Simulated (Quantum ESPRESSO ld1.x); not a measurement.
Q: Zn XXVIII, 3 electrons, occupied as [He] 2s1 (the NIST ground configuration). All-electron calculation, scalar-relativistic Kohn-Sham, LDA (Slater exchange, VWN5 correlation), spin-polarised, spherical densities, point nucleus; open shells are filled with parallel spins first. Program: ld1.x of Quantum ESPRESSO 7.5. Some entries of the table are withheld. Estimate them.

orbital,occ.,eigenvalue (eV),<1/r> (bohr^-1),<r> (bohr)
1s up,1,-11508.5,30.34,0.05002
1s down,1,-11499.5,30.34,0.05000
2s up,1,-2735.42,7.324,(1)
2s down,0,-2695.33,7.312,(2)

A: 
(1) 2s up <r> (bohr): 0.2055
(2) 2s down <r> (bohr): 0.2060
